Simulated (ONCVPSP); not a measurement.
## u(r) = r·R(r): atom against pseudo-atom (nitrogen (N))

Columns: radius, all-electron u(r) and pseudo u(r) of the 2p shell (level -7.09 eV) of nitrogen in the configuration [He] 2s2 2p3; PBE, scalar-relativistic, ONCV scheme, ONCVPSP 4.0.1.

```json
{"r (bohr)": "0.085", "all-electron": "0.0553", "pseudo": "0.0199"}
{"r (bohr)": "0.170", "all-electron": "0.1688", "pseudo": "0.0772"}
{"r (bohr)": "0.255", "all-electron": "0.2956", "pseudo": "0.1654"}
{"r (bohr)": "0.340", "all-electron": "0.4148", "pseudo": "0.2749"}
{"r (bohr)": "0.425", "all-electron": "0.5176", "pseudo": "0.3947"}
{"r (bohr)": "0.510", "all-electron": "0.6017", "pseudo": "0.5134"}
{"r (bohr)": "0.595", "all-electron": "0.6678", "pseudo": "0.6213"}
{"r (bohr)": "0.680", "all-electron": "0.7171", "pseudo": "0.7106"}
{"r (bohr)": "0.765", "all-electron": "0.7508", "pseudo": "0.7768"}
{"r (bohr)": "0.850", "all-electron": "0.7710", "pseudo": "0.8182"}
{"r (bohr)": "0.935", "all-electron": "0.7800", "pseudo": "0.8360"}
{"r (bohr)": "1.020", "all-electron": "0.7797", "pseudo": "0.8338"}
{"r (bohr)": "1.105", "all-electron": "0.7721", "pseudo": "0.8168"}
{"r (bohr)": "1.190", "all-electron": "0.7587", "pseudo": "0.7906"}
{"r (bohr)": "1.275", "all-electron": "0.7409", "pseudo": "0.7602"}
{"r (bohr)": "1.360", "all-electron": "0.7199", "pseudo": "0.7294"}
{"r (bohr)": "1.445", "all-electron": "0.6965", "pseudo": "0.7000"}
{"r (bohr)": "1.530", "all-electron": "0.6715", "pseudo": "0.6723"}
{"r (bohr)": "1.615", "all-electron": "0.6455", "pseudo": "0.6456"}
{"r (bohr)": "1.700", "all-electron": "0.6190", "pseudo": "0.6190"}
{"r (bohr)": "1.785", "all-electron": "0.5923", "pseudo": "0.5922"}
{"r (bohr)": "1.870", "all-electron": "0.5657", "pseudo": "0.5656"}
{"r (bohr)": "1.955", "all-electron": "0.5394", "pseudo": "0.5394"}
{"r (bohr)": "2.040", "all-electron": "0.5137", "pseudo": "0.5137"}
{"r (bohr)": "2.125", "all-electron": "0.4887", "pseudo": "0.4887"}
{"r (bohr)": "2.210", "all-electron": "0.4644", "pseudo": "0.4644"}
```

(1) How many radial nodes do the two functions have?

(2) At about which radius was the pseudo-wave matched?

(3) Is the pseudo-wave norm-conserving?

## Answers

(1) The all-electron 2p function has n − l − 1 = 0; the pseudo-wave has 0.

(2) 1.70 bohr, where the columns begin to agree (steps of 0.09 bohr).

(3) Yes: the ONCV scheme keeps the norm inside the radius equal to the all-electron one, which fixes the energy derivative of the logarithmic derivative at the level.
